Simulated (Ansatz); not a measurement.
`[SiH3][SiH](Cl)Br` + H₂S → `[SiH3][SiH](S)Br` + HCl at 500 K and 1 bar (ligand exchange at the Si–Cl bond).

Gas-phase electronic energies from Ansatz, PBE0-D4/def2-TZVP geometries. CCSD(T)/CBS adds triple-zeta CCSD(T) − MP2 to the extrapolated MP2 energy (def2 sets, frozen cores). This one scheme is used for every species. For Br outer-core shells are correlated without core-valence functions, which leaves a few kJ/mol of doubt a bond. Scalar relativity is left out up to krypton. One conformer a species, not always the lowest.

| species | CCSD(T)/CBS energy (Eh) | H − E (kJ/mol) | S (J/(mol·K)) |
| --- | --- | --- | --- |
| `[SiH3][SiH](Cl)Br` | -3613.75019 | 141.5 | 428.0 |
| H₂S | -398.97279 | 57.0 | 224.0 |
| `[SiH3][SiH](S)Br` | -3552.32885 | 167.3 | 448.7 |
| HCl | -460.38127 | 32.5 | 201.9 |

H − E and S are ideal-gas, rigid-rotor, harmonic terms from PBE0-D4/def2-TZVP, for one conformer and one mirror image of each species. 1 Eh = 2625.50 kJ/mol, R = 8.31446 J/(mol·K).

**Question.** By hand: ΔE, ΔH, ΔS and ΔG.

**Answer.** ΔE = (-3552.32885) + (-460.38127) − (-3613.75019) − (-398.97279) = 0.01286 Eh = 33.8 kJ/mol. Δ(H − E) = 167.3 + 32.5 − 141.5 − 57.0 = 1.3, so ΔH = 35.1 kJ/mol. ΔS = 448.7 + 201.9 − 428.0 − 224.0 = -1.4 J/(mol·K). ΔG = 35.1 − 500 × (-1.4)/1000 = 35.8 kJ/mol.

**Question.** By hand: the equilibrium constant, and the temperature at which ΔG would vanish if ΔH and ΔS stayed fixed.

**Answer.** log₁₀ K = −ΔG/(RT ln 10) = -3.7. ΔH and −TΔS have one sign here, so there is no such temperature. One of them is within its doubt of zero, so this could turn.

The number of gas molecules stays the same, so ΔS is small and ΔH decides. A doubt of 5 kJ/mol in ΔE shifts log₁₀ K by 0.5 here. Other conformers and mirror images would add mixing entropy, several J/(mol·K) or more a flexible species. These are equilibria of isolated gas molecules and say nothing of rates. Largest T1 diagnostic: 0.010 (customary marks: 0.02 for closed shells, 0.045 for open ones).
